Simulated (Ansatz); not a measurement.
Calculated with Ansatz (gas phase, PBE0-D4/def2-TZVP geometries, no zero-point term in ΔE). CBS: MP2 limit from def2 TZ/QZ plus the TZ coupled-cluster correction, frozen cores. DFT in def2-TZVPP. def2 core potentials past Kr. For I, Zr outer-core shells are correlated without core-valence functions, which leaves a few kJ/mol of doubt a bond.

`[F][Zr]([F])([F])[I]` + `[Cl][Zr]([Cl])([Cl])[I]` → `[F][Zr]([F])([I])[I]` + `[F][Zr]([Cl])([Cl])[Cl]`  (redistribution)

```tsv
level	ΔE (kJ/mol)
r2SCAN-D4	0.7
revPBE	0.0
BLYP	-0.1
r2SCAN0	1.0
CCSD/def2-TZVPP	2.4
CCSD(T)/def2-TZVPP	3.4
MP2/def2-QZVPP	7.9
SCS-MP2/def2-QZVPP	5.9
```

**Question.** What does CCSD(T)/CBS give? (Best estimate.)

**Answer.** The calculation gave: +4.0 kJ/mol. The listed levels differ from it by -3.3, -4.0, -4.1, -3.0, -1.6, -0.6, 3.9, 1.9 kJ/mol.

Largest T1 diagnostic among the species: 0.016.

In def2-TZVPP, CCSD(T) changes the Hartree–Fock value by +4.6 kJ/mol (the triples alone add +1.0 kJ/mol) and MP2 by +8.9 kJ/mol. Leaving LDA and LC-ωPBE aside and taking each functional with its dispersion term where it has one, the values, not all of them listed here, spread over 4.0 kJ/mol, from ωB97X-V to PBE-QIDH.
